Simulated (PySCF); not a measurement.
## Sr²⁺ (strontium, charge +2): UHF calculation

Configuration: [Kr], closed-shell 1S. All numbers are calculated (PySCF 2.14, scalar relativity by spin-free X2C-1e, in x2c-TZVPPall).

```
Total energy                        : -3176.761079 hartree
One-electron energy                 : -4378.0227 hartree
Hartree (Coulomb) energy            : 1305.0281 hartree
Exchange energy                     : -103.7664 hartree
⟨S²⟩                                : 0.0000
⟨L²⟩                                : 0.000
Sum of ⟨r⟩                          : 22.31 bohr
Sum of ⟨r²⟩                         : 26.38 bohr²
Langevin diamagnetic susceptibility : -20.9 ×10⁻⁶ cm³/mol
```

| shell | electrons | mean orbital energy (hartree) | rms radius, mean of both spins (bohr) |
| --- | --- | --- | --- |
| 1s | 2 | -595.73832 | 0.0451 |
| 2s | 2 | -83.60344 | 0.187 |
| 2p | 6 | -74.14908 | 0.166 |
| 3s | 2 | -14.44921 | 0.524 |
| 3p | 6 | -11.30129 | 0.535 |
| 3d | 10 | -6.08465 | 0.547 |
| 4s | 2 | -2.43480 | 1.45 |
| 4p | 6 | -1.58323 | 1.67 |

Densities and radii are taken from the X2C orbitals without a picture-change correction, which distorts them close to the nucleus.
